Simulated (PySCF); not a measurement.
Write a Z-matrix for ethylene sulfate, `O=S1(=O)OCCO1` as optimised with GFN2-xTB.

Z-matrix in Å and degrees, rows numbered from 1:
```
O 
S   1  1.4192
O   2  1.4090  1  119.91
O   2  1.6065  1  109.20  3  -128.88
C   4  1.4071  2  107.78  1   -74.42
C   5  1.5544  4  106.49  2   -18.80
O   6  1.4052  5  106.05  4   -11.14
H   5  1.0929  4  107.28  2  -139.05
H   5  1.0938  4  109.91  2   101.41
H   6  1.0904  5  112.75  4  -129.04
H   6  1.0946  5  110.34  4   106.92
```

S2 (sulfonyl sulfur) has angles from 94.3° to 119.9°. Of the pairs four or more bonds apart, O1···H11 is among the closest relative to their van der Waals radii: 2.70 Å, 99 % of the sum of Bondi's values. The 4 O–S bonds span 1.409 Å (S2=O3, drawn double) to 1.607 Å (S2–O7, drawn single), a spread of 0.198 Å. The 5-membered ring S2–O4–C5–C6–O7 has internal angles of 94.3° to 107.8°; it is puckered, 0.20 Å rms from its mean plane, widest ring torsion 44°.

Computed geometry: GFN2-xTB, gas phase.

Point group: near Cs, missed by 0.30 Å at most; the miss may be what the optimiser left on a soft mode. Not checked by GFN2-xTB frequencies. One conformer, not necessarily the lowest (O1–S2–O4–C5 -74°, S2–O4–C5–C6 -19°, O4–C5–C6–O7 -11°, C5–C6–O7–S2 36°).
